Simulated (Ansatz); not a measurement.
Basis sets compared for nido-B5H9 (Br for H, site b on B) (B5H8Br). The state is a singlet with charge 0. Geometry PBE-D4/def2-SVP. Ansatz on 4 threads of Intel Xeon on a shared host; times are rough, and most runs start from earlier orbitals.

```xyz
14

B    -0.8099   -0.6133    0.7750
B    -0.0467   -0.9815   -0.8166
B    -0.7655    0.5332   -0.4903
B     0.1663    0.8981    0.8937
B     0.9301    0.5297   -0.6979
Br   -2.1811    1.5187   -1.3980
H    -1.7320   -1.0764    1.3986
H    -0.2526   -1.7897   -1.6871
H     0.1614    1.8536    1.6290
H     1.6405    1.1399   -1.4572
H    -0.0175   -1.6483    0.3728
H     1.3008   -0.7821   -0.7433
H     1.4624    0.6421    0.5525
H     0.1439   -0.2240    1.6689
```

Another isomer (singlet) lies 0.02 eV lower at PBE-D4/def2-SVP; other spin states weren't run for this one.

Binding counts from free atoms (B doublet, Br doublet, H doublet) in the same basis, without a counterpoise term.

```csv
level,functions,energy (Eh),HOMO (eV),LUMO (eV),binding per atom (eV),wall time
PBE-D4/def2-SVP,142,-2702.2493,-6.04,-1.28,3.78,1.6 s
PBE0-D4/def2-SVP,142,-2702.3839,-7.28,-0.40,3.76,1.9 s
```

**Question.** Estimate the rows for PBE-D4/def2-TZVP (with forces), PBE0-D4/def2-TZVP.

**Answer.** 
| level | functions | energy (Eh) | HOMO (eV) | LUMO (eV) | binding per atom (eV) | wall time |
| --- | --- | --- | --- | --- | --- | --- |
| PBE-D4/def2-TZVP (with forces) | 251 | -2702.6931 | -6.25 | -1.38 | 3.74 | 3.5 s |
| PBE0-D4/def2-TZVP | 251 | -2702.8226 | -7.43 | -0.47 | 3.71 | 4.2 s |
